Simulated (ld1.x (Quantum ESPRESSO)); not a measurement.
# strontium: excitation energies, all-electron against ultrasoft

Sr, ultrasoft, made with ld1.x (Quantum ESPRESSO) 7.5 (PBEsol, scalar-relativistic). Core [Ar] 3d10, reference 4s2 4p6 4d0 5s2 5p0. Waves: 4s (bound): rcut 1.80, rcutus 2.15 bohr; 5s (bound): rcut 1.80, rcutus 2.15 bohr; 4p (bound): rcut 2.60, rcutus 2.80 bohr; 5p (bound, empty): rcut 2.60, rcutus 2.80 bohr; 4d (bound, empty): rcut 2.25, rcutus 2.75 bohr; 4d channel at 0.35 Ry: rcut 2.25, rcutus 2.75 bohr. Local part: all-electron potential smoothed inside 2.70 bohr (lloc = -1). Core correction: Bessel-smoothed model core, default radius (core density twice the valence density). Augmentation charge: PSQ, inside the norm-conserving radii.

Energies are relative to the spin-unpolarised reference configuration 4s2 4p6 4d0 5s2 5p0; without spin polarisation the order of configurations can differ from experiment. Not all tests gave a result: test run stopped at test 4 of 7 (negative rho).

Its overlap operator is not positive definite in a basis up to 400 Ry (lowest eigenvalue s -1.08), so the file is unfit for use: the generalised eigenproblem breaks down once the basis is large enough, and its test numbers describe a broken file.

```json
{"valence configuration": "4s2 4p6 4d0 5s1 5p0", "charge": "+1", "ΔE all-electron (eV)": "5.896", "error AE − PS (meV)": "-0.5"}
{"valence configuration": "4s2 4p6 4d0 5s0 5p0", "charge": "+2", "ΔE all-electron (eV)": "16.791", "error AE − PS (meV)": "+7.0"}
{"valence configuration": "4s2 4p6 4d0 5s1.5 5p0", "charge": "+0.5", "ΔE all-electron (eV)": "2.346", "error AE − PS (meV)": "-0.3"}
```

Levels in the configuration 4s2 4p6 4d0 5s1.5 5p0:

```tsv
level	all-electron (eV)	pseudo (eV)
4s	-43.891	-43.895
4p	-25.807	-25.812
5s	-5.875	-5.875
```

The ghost test of this file was not conclusive.
